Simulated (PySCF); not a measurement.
# Field gradients at the hydrogen positions

C7H4F3N.
Z-matrix (Å and degrees, PBE0-D3(BJ)/def2-SVP geometry), rows numbered from 1:
```
F 
C   1  1.3073
F   2  1.2973  1  112.11
C   2  1.3427  1  122.04  3  -179.81
F   4  1.3395  2  116.23  1     0.18
C   4  1.4617  2  127.94  1   180.00
C   6  1.4032  4  119.14  2  -178.60
C   7  1.3898  6  118.23  4   179.82
C   8  1.3925  7  119.07  6     0.09
C   9  1.3958  8  118.04  7     0.01
N  10  1.3256  9  123.59  8    -0.07
H   7  1.0900  6  120.19  4    -0.10
H   8  1.0927  7  120.17  6  -179.90
H   9  1.0916  8  121.48  7  -180.00
H  10  1.0962  9  120.22  8   179.93
```

Level: PBE0/pcSseg-1 (PySCF, non-relativistic); Q(2H) = 0.00286 b; rigid geometry, the same for H and D, with no vibrational averaging.

**Question.** Tabulate Vzz, the asymmetry η and χzz = 234.96 MHz × Q × Vzz for every hydrogen position.

**Answer.** 
```tsv
atom	bonded to	bond length (Å)	Vzz (au)	η	χzz (kHz)
H12	C7	1.090	0.3037	0.07	204
H13	C8	1.093	0.3013	0.05	202
H14	C9	1.092	0.3049	0.07	205
H15	C10	1.096	0.2925	0.06	197
```

One conformer (not necessarily the lowest) at the PBE0-D3(BJ)/def2-SVP geometry, without solvent, vibrations or thermal averaging. With a basis this small, the couplings can be 20 % off.
